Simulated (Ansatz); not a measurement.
The molecule HfO+, multiplicity 2 (lowest of 2S+1 = 2, 4, 6, 8 at CCSD(T)/def2-TZVPP on PBE0 minima; our sources give no spin for the ground state, which may be another). No spin–orbit coupling.

Constants: fifth-degree fit in 1/R to seven points, most abundant isotopes. Runs in def2 and cc sets follow the lowest solution found near the PBE0 minimum.

Correlated levels freeze the inner cores; with def2 sets outer-core shells near the valence are correlated too.

Codes used: Ansatz (Gaussian basis) for Hartree–Fock, density functionals and correlated methods.  In def2 rows elements past Kr take small-core potentials, without spin–orbit coupling.

Energies at B2PLYP/def2-TZVPP:

```json
[
 {"R (Å)": "1.570117", "E (hartree)": "-122.81264547"},
 {"R (Å)": "1.612324", "E (hartree)": "-122.82633855"},
 {"R (Å)": "1.651155", "E (hartree)": "-122.83396687"},
 {"R (Å)": "1.695051", "E (hartree)": "-122.83787188"},
 {"R (Å)": "1.738947", "E (hartree)": "-122.83770353"},
 {"R (Å)": "1.789595", "E (hartree)": "-122.83351624"},
 {"R (Å)": "1.848686", "E (hartree)": "-122.82451386"}
]
```

Question: With a reduced mass of 14.6892 u, find the minimum, the force constant and the constants.

Answer: A fifth-degree polynomial in 1/R puts the minimum at r_e = 1.7146 Å with force constant 832 N/m. Then ω_e = (1/2πc)√(k/μ) = 980 cm⁻¹ and B_e = h/(8π²cμr_e²) = 0.3904 cm⁻¹; the cubic and quartic terms give α_e = 0.0018 and ω_e x_e = 3.2 cm⁻¹.

Ansatz is an electronic-structure program.
